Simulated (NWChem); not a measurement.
Species: CH$_{4}$FNOTi; SMILES C[N]=[Ti]([OH])[F]

```xyz
9

Ti    -0.0244     0.4509    -0.0437
N     -0.0791    -1.2267    -0.0204
C      0.1284    -2.6425     0.0269
H     -0.7240    -3.1612     0.4905
H      0.2447    -3.0483    -0.9892
H      1.0352    -2.9063     0.5920
F      1.5654     1.2785     0.0300
O     -1.6150     1.3373     0.0228
H     -2.5230     1.0085     0.0649
```
Atoms are numbered in this order, from 1.

Results from NWChem. The geometry was optimised at B3LYP/6-31G* (spherical d). No frequency run checked for a minimum. GIAO values for the isolated, static molecule; σ is the absolute isotropic shielding, δ = σ(reference) − σ with the isolated reference molecule computed at the same levels (13C: tetramethylsilane, 19F: trichlorofluoromethane, 1H: tetramethylsilane, 15N: ammonia, 17O: water).

For level PBE/pcSseg-1:

- σ Ti1 (ppm) = -635.1
- δ N2 (ppm) = 432.9
- δ H4 (rotor mean) (ppm) = 3.37
- δ F7 (ppm) = 261.4
- δ O8 (ppm) = 367.5
- δ H9 (ppm) = 11.77

Question: What are these values for level PBE0/pcSseg-1?

Answer: 
- σ Ti1 (ppm) = -532.3
- δ N2 (ppm) = 481.6
- δ H4 (rotor mean) (ppm) = 3.17
- δ F7 (ppm) = 220.5
- δ O8 (ppm) = 344.2
- δ H9 (ppm) = 11.25
